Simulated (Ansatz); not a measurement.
In₃⁺. Total charge 1; triplet. Geometry PBE-D4/def2-SVP; atoms count from 1.

```csv
atom,x (Å),y (Å),z (Å)
In1,1.4738,0.6023,1.0668
In2,0.3222,-0.8431,-1.6907
In3,-1.7960,0.2409,0.6239
```

In the def2 sets In takes a core potential; there is no spin–orbit coupling. The structure comes from a short search, and lower isomers may exist.

Estimate the Mulliken populations from the PBE0/def2-TZVP orbitals of Ansatz.


| atom | charge (e) | spin (α − β) |
| --- | --- | --- |
| In1 | 0.33 | 0.67 |
| In2 | 0.33 | 0.67 |
| In3 | 0.33 | 0.67 |
Mulliken values and Mayer orders depend strongly on the basis.

Where does the spin sit?

Summed by element: In 2.00, of 2 unpaired in all. Largest on single atoms: In3 0.67, In1 0.67, In2 0.67.

And the Mayer bond orders between bonded heavy atoms (over 0.3)?

In1–In2 0.59 (3.32 Å); In1–In3 0.59 (3.32 Å); In2–In3 0.59 (3.32 Å).
